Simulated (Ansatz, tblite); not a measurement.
Forces on CuSn₂ at its PBE-D4/def2-TZVP geometry. The state is a doublet with charge 0.

In the def2 sets Sn takes a core potential; there is no spin–orbit coupling. The xTB rows come from tblite. At LDA (SPW92)/def2-TZVP the gap within one spin of the charge 0 doublet nearly closes, so an electron or hole may be smeared out by delocalisation error. The structure comes from a short search, and lower isomers may exist.

GFN1-xTB (tblite), largest force 0.99 eV/Å:

```xyz
3
positions Å, forces eV/Å
Cu    1.410   -0.253   -0.244   -0.961    0.172    0.166
Sn   -0.423    1.417    0.415    0.328   -0.784   -0.242
Sn   -0.988   -1.164   -0.171    0.633    0.612    0.075
```

GFN2-xTB (tblite), largest force 0.35 eV/Å:

```
Cu 0.341 -0.061 -0.059
Sn -0.132 0.206 0.069
Sn -0.209 -0.145 -0.010
```

LDA (SPW92)/def2-TZVP (Ansatz), largest force 0.44 eV/Å:

```
Cu -0.357 0.064 0.062
Sn 0.263 0.354 0.057
Sn 0.094 -0.418 -0.119
```
